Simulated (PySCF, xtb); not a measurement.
HgCl, SMILES [Cl][Hg] (connectivity only; charge and spin as stated), neutral, multiplicity 2.

Harmonic wavenumbers (cm⁻¹) from GFN2-xTB in xtb at its own minimum, in rising order: 156.

Question: What does PBE-D3(BJ)/def2-TZVPD (PySCF 2.14.0) give at its own minimum? (An estimate is asked for; the answer gives what the named calculation found.)

Answer: 243. Paired by order, the mean absolute difference is 86 cm⁻¹ and the zero-point energies are 0.2 and 0.3 kcal/mol.
